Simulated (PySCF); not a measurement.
H2ISi, charge +1, multiplicity 1. Atoms are numbered in the order given.

```xyz
4

Si     0.0000     0.0000    -1.7598
I      0.0000     0.0000     0.5589
H      0.0000    -1.2734    -2.4916
H      0.0000     1.2734    -2.4916
```
Charge +1, spin multiplicity 1.

Coordinates come from a B3LYP-D3(BJ)/def2-TZVP optimisation. The spin state was assumed, not searched. The isomer is the one that the SMILES or the coordinates give; other isomers of the formula were not compared. The def2 effective core potentials stand for the cores of I; spin–orbit coupling is left out.

Computed with HF/def2-TZVPD run with PySCF.

Symmetry labels are those of the subgroup C2v that the program uses (full group C2v).

Computed valence orbital energies around the gap with their symmetry:
```tsv
orbital	symmetry	energy (eV)
HOMO−7	A2	-68.16
HOMO−6	A1	-68.16
HOMO−5	A1	-31.13
HOMO−4	A1	-25.27
HOMO−3	B2	-20.74
HOMO−2	A1	-18.98
HOMO−1	B1	-16.59
HOMO	B2	-16.25
LUMO	B1	-5.90
LUMO+1	A1	-3.40
LUMO+2	A1	-2.34
LUMO+3	A1	-2.05
```
